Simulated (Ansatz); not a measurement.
## CH4FNSi: structure from calculated spectroscopic constants

These gas-phase data were calculated for one isomer of CH4FNSi at PBE0-D3(BJ)/pcseg-1 (harmonic, unscaled wavenumbers; equilibrium rotational constants with average atomic masses):

```
rotational constants            : 12.49, 4.259, 3.304 GHz
all wavenumbers above 1500 cm⁻¹ : 3120, 3026, 2312, 2306, 1786, 1523
```

Candidates:

(1) `[H]/N=[Si](\C)F`, a singlet
(2) `C=N[SiH2]F`, a singlet
(3) `CN[Si]F`, a singlet

**Question.** Assign the data to one candidate and say why.

**Answer.** Candidate (2). No mode falls between 3250 and 3800 cm⁻¹, where the N–H stretch of (1), (3) would stand.

The same quantities for all candidates:

```
     rotational constants (GHz)         wavenumbers above 1500 cm⁻¹  E above the lowest, PBE0-D3(BJ)/pcseg-1 (kcal/mol)
(1)          7.78, 6.022, 3.468              3661, 3201, 3173, 3074                                                 9.5
(2)         12.49, 4.259, 3.304  3120, 3026, 2312, 2306, 1786, 1523                                                 6.6
(3)         20.73, 3.287, 2.889        3565, 3146, 3126, 3046, 1513                                                 0.0
```

Each candidate is one conformer. Programs: Ansatz 0.2.0.
